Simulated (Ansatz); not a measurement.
Geometry optimisation, Ansatz, RKS BHLYP/def2-SVP.

Input:

```yaml
crystal:
  periodic: [false, false, false]
  atoms:
    - { symbol: Al, position_ang: [0.111759, 0.694913, -0.445299] }
    - { symbol: O, position_ang: [-0.168021, -0.091182, 2.40651] }
    - { symbol: H, position_ang: [-1.085459, -0.275928, 2.201053] }
    - { symbol: "N", position_ang: [1.629841, -0.035675, -0.967584] }
    - { symbol: H, position_ang: [1.704491, -0.893722, -1.488083] }
    - { symbol: H, position_ang: [2.537179, 0.232234, -0.625844] }
    - { symbol: "N", position_ang: [-1.483143, 0.039234, -0.854413] }
    - { symbol: H, position_ang: [-1.654338, -0.857635, -1.276407] }
    - { symbol: H, position_ang: [-2.342246, 0.560996, -0.81436] }
    - { symbol: "N", position_ang: [0.104506, 2.306195, 0.507468] }
    - { symbol: H, position_ang: [0.934625, 2.866565, 0.621475] }
    - { symbol: H, position_ang: [-0.702835, 2.909374, 0.510168] }
    - { symbol: H, position_ang: [-0.088958, 0.870132, 2.234615] }
basis:
  gaussian: { orbitals: def2-SVP }
hamiltonian:
  xc: { name: BHLYP }
relax:
  f_tol: 0.03
  max_steps: 50
```

Launched with:

```bash
$ ansatz run input.yaml --threads 4 --pin off --max-ram 5120MiB --backend cpu --events-out ev --progress --plain --runs-dir out
```

**Question.** Where does it end, and by what steps?

**Answer.** The forces met the threshold. After 18 steps the energy has fallen by 0.485 eV; H6 moved furthest, 0.87 Å. Joined: Al1–O2 (2.97 → 2.01 Å).

```
step  energy less start (eV)  largest force component (eV/Å)  accepted
   0                  0.0000                           1.369       yes
   1                 -0.1371                           1.001       yes
   2                 -0.2675                           1.584       yes
   3                 -0.3717                           1.419       yes
   4                 -0.4252                           0.591       yes
   5                 -0.4104                           0.527        no
   6                 -0.4436                           0.790       yes
   7                 -0.4577                           0.041       yes
   8                 -0.4597                           0.164       yes
   9                 -0.4621                           0.247       yes
  10                 -0.4694                           0.148       yes
  11                 -0.4728                           0.154       yes
  12                 -0.4807                           0.083       yes
  13                 -0.4823                           0.214       yes
  14                 -0.4814                           0.134        no
  15                 -0.4786                           0.480        no
  16                 -0.4842                           0.054       yes
  17                 -0.4837                           0.052        no
  18                 -0.4846                           0.011       yes
```

```xyz
13
Properties=species:S:1:pos:R:3
Al 0.048 0.588 -0.098
O 0.080 0.036 1.837
H -0.741 -0.392 2.082
N 1.549 -0.157 -0.714
H 1.800 -0.216 -1.687
H 2.323 -0.461 -0.148
N -1.551 0.038 -0.695
H -1.695 -0.849 -1.151
H -2.320 0.649 -0.915
N 0.007 2.307 0.563
H 0.815 2.902 0.452
H -0.811 2.887 0.446
H -0.007 0.992 2.038
```

Whether the end is a true minimum wasn't checked by a vibrational analysis.

Run time: 36 s on 4 threads of Arm Neoverse V1, with other jobs on the host, peak memory 0.26 GiB.
